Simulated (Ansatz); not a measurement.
Stepwise reaction of `O[Si](O)([SiH3])Cl` with ammonia, as a gas-phase model of exchange steps in deposition or etching. ΔE in kJ/mol; ΔG adds harmonic PBE0-D4 terms to CCSD(T)/CBS, at 1 bar.

Calculated with Ansatz (gas phase, PBE0-D4/def2-TZVP geometries, no zero-point term in ΔE). CBS: MP2 limit from def2 TZ/QZ plus the TZ coupled-cluster correction, frozen cores. This one scheme is used for every species. DFT in def2-TZVPP. B3LYP here is the variant with VWN-RPA as its local correlation; programs differ in this. Each species was taken in one conformer, which may not be the lowest.

| step | reaction | PBE-D4 | B3LYP-D4 | ωB97M-V | CCSD(T)/CBS | ΔG(500 K) |
| --- | --- | --- | --- | --- | --- | --- |
| 2 | `N[Si](O)([SiH3])Cl` + NH₃ → `N[Si](N)([SiH3])Cl` + H₂O | 35.7 | 39.0 | 39.3 | 35.6 | 41.5 |

Question: Give the row of step 1, `O[Si](O)([SiH3])Cl` + NH₃ → `N[Si](O)([SiH3])Cl` + H₂O. (An estimate is asked.)

Answer: Computed: 
```csv
step,reaction,PBE-D4,B3LYP-D4,ωB97M-V,CCSD(T)/CBS,ΔG(500 K)
1,`O[Si](O)([SiH3])Cl` + NH₃ → `N[Si](O)([SiH3])Cl` + H₂O,45.9,49.5,49.0,46.8,37.8
```

Question: By hand: ΔE of the 2 steps together at CCSD(T)/CBS.

Answer: (46.8) + (35.6) = 82.4 kJ/mol, or 41.2 kJ/mol a step.

In ΔE each step is lower than the one before. All are uphill at CCSD(T)/CBS. ΔG lies between 37.8 and 41.5 kJ/mol a step. PBE-D4 differs from CCSD(T)/CBS by -0.9 to 0.1 kJ/mol a step. Only this route is followed, and other bonds may react first. Isolated molecules leave out the surface, adducts and barriers. Largest T1 diagnostic: 0.012.
